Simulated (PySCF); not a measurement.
## Neon: a sound run and one with changed settings

Sound run: Ne⁺ [He] 2s2 2p5, Ne²⁺ [He] 2s2 2p4. All numbers are calculated (PySCF 2.14, the non-relativistic Hamiltonian (point nucleus), in def2-TZVP). The sound run starts from symmetry-adapted Hartree-Fock orbitals and uses a fine grid where one is needed.

Changed run: 26 angular points. This setting is unsound on purpose.

```
species  method  sound run (hartree)  changed run (hartree)  converged
    Ne⁺     UHF           -127.81851             -127.81851        yes
    Ne⁺    BP86           -128.16853             -128.16783        yes
    Ne⁺  r2SCAN           -128.13829             -128.14034        yes
   Ne²⁺     UHF           -126.37482             -126.37482        yes
   Ne²⁺    BP86           -126.65253             -126.65121        yes
   Ne²⁺  r2SCAN           -126.62654             -126.62923        yes
```

Ionisation energy of Ne⁺:

| method | sound run (eV) | changed run (eV) |
| --- | --- | --- |
| UHF | 39.285 | 39.285 |
| BP86 | 41.253 | 41.269 |
| r2SCAN | 41.137 | 41.119 |

A coarse angular grid integrates products of high-l functions wrongly, so density functionals can shift, and the SCF can exploit the error; Hartree-Fock and MP2 need no grid.

For comparison, NIST gives 40.963 eV between the lowest levels.
